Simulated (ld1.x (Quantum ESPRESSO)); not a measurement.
**Transferability test, TM potential for N (Z = 7)**

| Item | Value |
| --- | --- |
| Element | nitrogen |
| Generator | ld1.x (Quantum ESPRESSO) 7.5 |
| Type | norm-conserving Troullier–Martins (Kleinman–Bylander form) |
| Functional | PW91 |
| Relativity | scalar-relativistic |
| Frozen core | [He] |
| Valence charge | 5 |
| Reference configuration | 2s2 2p1 (charge +2) |
| Partial waves | 2s (bound): rc 0.85 bohr; 2p (bound): rc 1.95 bohr; 3d channel at 0.05 Ry: rc 1.85 bohr |
| Local potential | the d channel |
| Core correction | none |

Energies are relative to the spin-unpolarised reference configuration 2s2 2p1; without spin polarisation the order of configurations can differ from experiment. The frozen-core shift is the all-electron ΔE with the core orbitals held at their reference shape minus the fully relaxed ΔE.

Question: Give the all-electron excitation energy and the error of the potential for: 2s2 2p3; 2s2 2p2; 2s2 2p0; 2s2 2p3.3; 2s1 2p3; 2s1 2p0; 2s2 2p2.5.

Answer:

```csv
valence configuration,charge,ΔE all-electron (eV),error AE − PS (meV),frozen-core shift (meV)
2s2 2p3,0,-42.627,+354,+1.9
2s2 2p2,+1,-28.954,+161,+1.0
2s2 2p0,+3,47.189,+396,+3.9
2s2 2p3.3,-0.3,-44.265,+383,+2.0
2s1 2p3,+1,-17.203,+371,+1.1
2s1 2p0,+4,125.088,+976,+22
2s2 2p2.5,+0.5,-37.495,+273,+1.6
```

Levels in the configuration 2s2 2p3:

```tsv
level	all-electron (eV)	pseudo (eV)
2s	-18.628	-18.514
2p	-7.159	-7.281
```

ld1.x printed “convergence not achieved” for 7 of the counted tests; their residual had stalled under 1e-8, short of the target of 1e-14.
